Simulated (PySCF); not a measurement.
Vertical excitations of a molecule C₂H₁₀FNSi₂ from TDA-PBE0/def2-SVPD (PySCF), as energy in eV (oscillator strength): 6.09 (0.006), 6.40 (0.013), 6.54 (0.041), 7.22 (0.022), 7.39 (0.013), 7.66 (0.062). Lowest triplet (TDA): 5.78 eV. Geometry optimised at B3LYP-D3(BJ)/def2-SVP. One conformer was computed; it need not be the lowest.

Task: Pick the molecule that these values belong to.
A) C[SiH2][Si@](C)(N)F
B) NC[SiH2]C[SiH2]F
C) C[SiH](C)[Si@@H](N)F
D) CN[Si@@H](F)[SiH2]C

Result: B, NC[SiH2]C[SiH2]F
